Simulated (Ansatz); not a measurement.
`[F][Sn]([F])([Cl])[Cl]` + H₂ → `[F][SnH]([Cl])[Cl]` + H–F at 400 K and 1 bar (hydrogenolysis of the Sn–F bond).

Calculated with Ansatz (gas phase, PBE0-D4/def2-TZVP geometries, no zero-point term in ΔE). CBS: MP2 limit from def2 TZ/QZ plus the TZ coupled-cluster correction, frozen cores. This one scheme is used for every species. def2 core potentials past Kr. For Sn outer-core shells are correlated without core-valence functions, which leaves a few kJ/mol of doubt a bond.

| species | CCSD(T)/CBS energy (Eh) | H − E (kJ/mol) | S (J/(mol·K)) |
| --- | --- | --- | --- |
| `[F][Sn]([F])([Cl])[Cl]` | -1333.31864 | 47.6 | 389.4 |
| H₂ | -1.17544 | 38.0 | 139.0 |
| `[F][SnH]([Cl])[Cl]` | -1234.09211 | 56.6 | 369.2 |
| H–F | -100.39570 | 36.5 | 182.2 |

H − E and S are ideal-gas, rigid-rotor, harmonic terms from PBE0-D4/def2-TZVP. The MP2-based limit puts H₂ 0.8 mEh under its directly extrapolated value; such offsets cancel only in part. 1 Eh = 2625.50 kJ/mol, R = 8.31446 J/(mol·K).

Problem. By hand: ΔE, ΔH, ΔS and ΔG.

Solution. ΔE = (-1234.09211) + (-100.39570) − (-1333.31864) − (-1.17544) = 0.00627 Eh = 16.5 kJ/mol. Δ(H − E) = 56.6 + 36.5 − 47.6 − 38.0 = 7.5, so ΔH = 24.0 kJ/mol. ΔS = 369.2 + 182.2 − 389.4 − 139.0 = 23.0 J/(mol·K). ΔG = 24.0 − 400 × (23.0)/1000 = 14.8 kJ/mol.

Problem. By hand: the equilibrium constant, and the temperature at which ΔG would vanish if ΔH and ΔS stayed fixed.

Solution. log₁₀ K = −ΔG/(RT ln 10) = -1.9. ΔG = 0 at ΔH/ΔS = 1043 K.

TΔS isn't small against ΔH here. A doubt of 5 kJ/mol in ΔE shifts log₁₀ K by 0.7 here. These are equilibria of isolated gas molecules and say nothing of rates. Largest T1 diagnostic: 0.013 (customary marks: 0.02 for closed shells, 0.045 for open ones).
